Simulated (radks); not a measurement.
Question: Fe+, 25 electrons, occupied as [Ar] 3d6 4s1 (the NIST ground configuration). Calculated with a radial shooting solver on a logarithmic mesh with Libxc functionals: scalar-relativistic Kohn-Sham, Slater X-alpha with alpha = 0.667, spin-polarised, spherical densities, finite nucleus; open shells are filled with parallel spins first; Fermi nuclear charge, rms radius 3.7377 fm. Some entries of the table are withheld. Estimate them.

orbital  occ.  eigenvalue (hartree)  <r^2> (bohr^2)  r(max) (bohr)
1s up       1             -256.8347        0.004611        0.03834
1s down     1             -256.8327        0.004611        0.03834
2s up       1             -30.31432         0.08468         0.2229
2s down     1             -30.23512         0.08441         0.2228
2p up       3             -25.89839         0.06852         0.1799
2p down     3             -25.83719         0.06823         0.1797
3s up       1              -3.75663          0.7627         0.7012
3s down     1              -3.58100          0.7663         0.7019
3p up       3              -2.52248          0.8713         0.7127
3p down     3              -2.34900          0.8776         0.7138
3d up       5              -0.60304           1.627            (1)
4s up       1              -0.46455           8.135          2.265
3d down     1              -0.43429           1.756            (2)
4s down     0              -0.34220           9.442          2.336

Answer: 
(1) 3d up r(max) (bohr): 0.7064
(2) 3d down r(max) (bohr): 0.7126
